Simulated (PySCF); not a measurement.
PySCF input for GeH7NSi2, SMILES [NH]1[SiH2][SiH2][GeH2]1, B3LYP/pcSseg-1. Geometry optimised at PBE0-D3(BJ)/def2-SVP. The structure was generated by enumeration, and PubChem lists no compound with its InChIKey, so it may never have been made.

```python
import numpy as np
from pyscf import gto, scf, dft
from pyscf.prop.nmr import rks as nmr

mol = gto.M(
    atom='''
    N    -1.38143609    0.17697413    0.00000000
    Si   -0.60273423    1.73987534   -0.00000000
    Si    1.48519800    0.64543834   -0.00000000
    Ge   -0.08747758   -1.16347678    0.00000000
    H    -2.38236759    0.00765505    0.00000000
    H    -0.89679112    2.58838781    1.20145910
    H    -0.89679113    2.58838780   -1.20145910
    H     2.33492628    0.76968577   -1.22234987
    H     2.33492629    0.76968578    1.22234987
    H    -0.18953011   -2.06287789   -1.25287625
    H    -0.18953011   -2.06287789    1.25287625
    ''',
    basis='pcSseg-1',
    charge=0,
    spin=0,
    max_memory=1600,
    verbose=3,
)
mf = dft.RKS(mol, xc='b3lyp')
mf.grids.level = 3
mf.conv_tol = 1e-10
mf.max_cycle = 100
mf.kernel()
n = nmr.NMR(mf)
n.verbose = 2
n.max_cycle_cphf = 60
sigma = n.kernel()
print('atom   isotropic/ppm   span/ppm')
for i, s in enumerate(sigma):
    w = np.linalg.eigvalsh((s + s.T) / 2)
    print(f'{mol.atom_symbol(i):2s}{i + 1:3d} {w.mean():14.3f} {w[2] - w[0]:11.3f}')
```

Output:

```
converged SCF energy = -2714.81974742656
atom   isotropic/ppm   span/ppm
N   1        236.868      95.354
Si  2        358.150     193.177
Si  3        407.328      94.215
Ge  4       1361.688     417.216
H   5         31.867      23.248
H   6         25.845       8.964
H   7         25.845       8.964
H   8         27.290       8.235
H   9         27.290       8.235
H  10         25.799      16.776
H  11         25.799      16.776
```

Self-consistency was reached.
